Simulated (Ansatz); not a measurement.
Consider the formal exchange of groups at the Se–Si bond: `Cl[SiH2][SeH]` + `B1[SiH2]S1` → `[SeH][SiH]1BS1` + `[SiH3]Cl`.

Program: Ansatz. Geometries: PBE0-D4/def2-TZVP. ΔE: electronic, gas phase. CCSD(T)/CBS is the MP2 limit (def2-TZVPP, def2-QZVPP) plus CCSD(T) − MP2 in def2-TZVPP, frozen cores. This one scheme is used for every species. DFT in def2-TZVPP. For Se outer-core shells are correlated without core-valence functions, which leaves a few kJ/mol of doubt a bond. Scalar relativity is left out up to krypton. One conformer a species, not always the lowest.

| level | ΔE (kJ/mol) |
| --- | --- |
| BHLYP-D4 | -7.8 |
| CAM-B3LYP | -6.5 |
| SCS-MP2/def2-TZVPP | -9.7 |
| SCS-MP2/def2-QZVPP | -9.0 |

What does CCSD(T)/CBS give? (An estimate is asked.)

Ansatz gave: -7.4 kJ/mol. The listed levels differ from it by -0.4, 0.9, -2.3, -1.6 kJ/mol.

What do rigid-rotor, harmonic-oscillator terms from PBE0-D4/def2-TZVP frequencies (298.15 K, 1 bar) make of the CCSD(T)/CBS value? (An estimate is asked.)

The calculation gave: ΔZPE = +0.5 kJ/mol, ΔH = -6.6 kJ/mol, ΔS = -15 J/(mol·K), ΔG = -2.0 kJ/mol.

Largest T1 diagnostic among the species: 0.017.

Leaving LDA and LC-ωPBE aside and taking each functional with its dispersion term where it has one, the values, not all of them listed here, spread over 3.4 kJ/mol, from BLYP-D4 to B97M-V. In def2-TZVPP, CCSD(T) changes the Hartree–Fock value by −3.1 kJ/mol (the triples alone add −1.2 kJ/mol) and MP2 by −4.6 kJ/mol.
